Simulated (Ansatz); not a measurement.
Input for Ansatz (development build ahead of 0.2.0):

```yaml
crystal:
  periodic: [false, false, false]
  atoms:
    - { symbol: Cr, position_ang: [0.0, 0.0, 0.0] }
    - { symbol: O, position_ang: [0.0, 0.0, 1.944] }
basis:
  gaussian: { orbitals: def2-SVP }
magnetization:
  spin_polarized: true
  initial_magnetization: 4
hamiltonian:
  xc: pbe0
scf:
  omitted_lower_state_checks: [starts, atomic_configurations, cluster_reference, orbital_swaps, given_window_search, neighbouring_geometries, increment]
output:
  forces: true
```

The input is written out in the form of the current development build from the run's settings.

Results

| Quantity | Value |
| --- | --- |
| Converged | yes |
| Total energy | -1119.11867 hartree |
| Spin squared of the determinant | 6.898 |
| Stability test | minimum |

Forces (eV/Å):
| atom | Fx | Fy | Fz |
| --- | --- | --- | --- |
| Cr1 | 0.000 | 0.000 | 2.882 |
| O2 | 0.000 | 0.000 | -2.882 |

Caution: the unrestricted determinant is a mixture of spin states.
